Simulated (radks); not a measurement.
Q: All-electron atom: the holmium ion Ho50+ in [Ne] 3s2 3p5 (the NIST ground configuration). Method: Dirac Kohn-Sham, PBE, spin-unpolarised, spherical densities, finite nucleus; open shells fill j = l - 1/2 first; Fermi nuclear charge, rms radius 5.2022 fm; computed with a radial shooting solver on a logarithmic mesh with Libxc functionals. Some entries of the table are withheld. Estimate them.

orbital  occ.  eigenvalue (hartree)  r(max) (bohr)  <r> (bohr)
1s1/2       2             -2163.079        0.01311     0.02074
2s1/2       2             -462.8003            (1)     0.08664
2p1/2       2             -447.7323        0.05598     0.07213
2p3/2       4             -415.6287        0.06200     0.07906
3s1/2       2             -180.3710         0.2012      0.2120
3p1/2       2             -174.7021            (2)      0.2001
3p3/2       3             -166.5417            (3)      0.2107

A: 
(1) 2s1/2 r(max) (bohr): 0.07445
(2) 3p1/2 r(max) (bohr): 0.1879
(3) 3p3/2 r(max) (bohr): 0.1988
